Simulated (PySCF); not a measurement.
C2H6BClO, SMILES CCOBCl.

Geometry: PBE0-D3(BJ)/def2-SVP. This is a generated structure with no PubChem entry under its InChIKey; it may be hypothetical. Other conformers were not sampled.

Two levels are set side by side: PBE/def2-TZVP (PySCF) and r2SCAN/def2-TZVP (PySCF). Same geometry, gas phase. Differences are taken from unrounded values.

```tsv
quantity	r2SCAN
orbital gap (eV)	6.73
highest occupied level (eV)	-7.64
lowest empty level (eV)	-0.91
dipole moment (D)	2.80
mean polarisability (bohr³)	56.1
```

Question: What does PBE give, and how far is it from r2SCAN? (The exact figures need the calculation; the answer reports its results.)

Answer: 
```
quantity                       PBE  PBE minus r2SCAN
---------------------------  -----  ----------------
orbital gap (eV)              6.04             -0.68
highest occupied level (eV)  -7.29              0.34
lowest empty level (eV)      -1.25             -0.34
dipole moment (D)             2.72             -0.08
mean polarisability (bohr³)   57.8               1.8
```

Rough cost on one machine, each run with all the roots and properties that it gave: r2SCAN against PBE about 3 times.
